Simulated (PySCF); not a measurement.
Members of one series of related molecules.

All values: CAM-B3LYP/def2-SVPD (PySCF) at PBE0-D3(BJ)/def2-SVP geometries, gas phase, one conformer each. Core orbitals are frozen in the response; Δα² is half the sum of the squared differences of the principal polarisabilities. The calculation is non-relativistic, for germanium too.

(1) Rank by HOMO energy, highest first.
A. `CC(=O)O[C@@H]1C[S][GeH2][S]1`
B. `CC(C)[C@@H]1C[S][GeH2][S]1`
C. `FB(F)[C@H]1C[S][GeH2][S]1`

(2) Rank by vertical ionisation energy (ΔSCF), highest first.
A. `FB(F)[C@H]1C[S][GeH2][S]1`
B. `O(CC)[C@@H]1C[S][GeH2][S]1`
C. `CC(O[C@@H]1C[S][GeH2][S]1)=O`
D. `CC(C)[C@@H]1C[S][GeH2][S]1`

(3) Rank by polarisability anisotropy Δα, lowest first.
A. `[CH3:1][C:2](=[O:3])[O:4][C@@H:5]1[CH2:6][S:7][GeH2:8][S:9]1` with C1–C2–O4–C5 179°, C2–O4–C5–C6 -81°, O4–C5–C6–S7 -61°, C5–C6–S7–Ge8 -39°, C6–S7–Ge8–S9 9°, S7–Ge8–S9–C5 15°
B. `[CH3:1][CH:2]([CH3:3])[C@@H:4]1[CH2:5][S:6][GeH2:7][S:8]1` with C1–C2–C4–C5 71°, C2–C4–C5–S6 -77°, C4–C5–S6–Ge7 -38°, C5–S6–Ge7–S8 9°, S6–Ge7–S8–C4 14°
C. `[CH3:1][CH2:2][O:3][C@@H:4]1[CH2:5][S:6][GeH2:7][S:8]1` with C1–C2–O3–C4 178°, C2–O3–C4–C5 -168°, O3–C4–C5–S6 178°, C4–C5–S6–Ge7 46°, C5–S6–Ge7–S8 -16°, S6–Ge7–S8–C4 -9°
D. `[F:1][B:2]([F:3])[C@H:4]1[CH2:5][S:6][GeH2:7][S:8]1` with F1–B2–C4–C5 -26°, B2–C4–C5–S6 175°, C4–C5–S6–Ge7 -46°, C5–S6–Ge7–S8 17°, S6–Ge7–S8–C4 8°

Answers

(1) B (-8.14 eV), A (-8.42 eV), C (-8.56 eV).

(2) A (9.34 eV), C (9.11 eV), B (8.95 eV), D (8.78 eV).

(3) B (3.71 Å³), A (4.20 Å³), D (4.90 Å³), C (6.85 Å³).

All values together:

| SMILES | formula | μ (D) | HOMO (eV) | LUMO (eV) | α (Å³) | Δα (Å³) | electrons | α per electron (Å³) | ΔSCF removal energy (eV) |
| --- | --- | --- | --- | --- | --- | --- | --- | --- | --- |
| CC(C)[C@@H]1C[S][GeH2][S]1 | C5H12GeS2 | 1.19 | -8.14 | 0.50 | 18.73 | 3.71 | 106 | 0.177 | 8.78 |
| CC(=O)O[C@@H]1C[S][GeH2][S]1 | C4H8GeO2S2 | 1.48 | -8.42 | 0.25 | 17.95 | 4.20 | 112 | 0.160 | 9.11 |
| FB(F)[C@H]1C[S][GeH2][S]1 | C2H5BF2GeS2 | 1.28 | -8.56 | -0.01 | 15.45 | 4.90 | 104 | 0.149 | 9.34 |
| CCO[C@@H]1C[S][GeH2][S]1 | C4H10GeOS2 | 1.32 | -8.32 | 0.35 | 18.31 | 6.85 | 106 | 0.173 | 8.95 |

Conformers: `[CH3:1][CH:2]([CH3:3])[C@@H:4]1[CH2:5][S:6][GeH2:7][S:8]1` with C1–C2–C4–C5 71°, C2–C4–C5–S6 -77°, C4–C5–S6–Ge7 -38°, C5–S6–Ge7–S8 9°, S6–Ge7–S8–C4 14°; `[CH3:1][C:2](=[O:3])[O:4][C@@H:5]1[CH2:6][S:7][GeH2:8][S:9]1` with C1–C2–O4–C5 179°, C2–O4–C5–C6 -81°, O4–C5–C6–S7 -61°, C5–C6–S7–Ge8 -39°, C6–S7–Ge8–S9 9°, S7–Ge8–S9–C5 15°; `[F:1][B:2]([F:3])[C@H:4]1[CH2:5][S:6][GeH2:7][S:8]1` with F1–B2–C4–C5 -26°, B2–C4–C5–S6 175°, C4–C5–S6–Ge7 -46°, C5–S6–Ge7–S8 17°, S6–Ge7–S8–C4 8°; `[CH3:1][CH2:2][O:3][C@@H:4]1[CH2:5][S:6][GeH2:7][S:8]1` with C1–C2–O3–C4 178°, C2–O3–C4–C5 -168°, O3–C4–C5–S6 178°, C4–C5–S6–Ge7 46°, C5–S6–Ge7–S8 -16°, S6–Ge7–S8–C4 -9°.
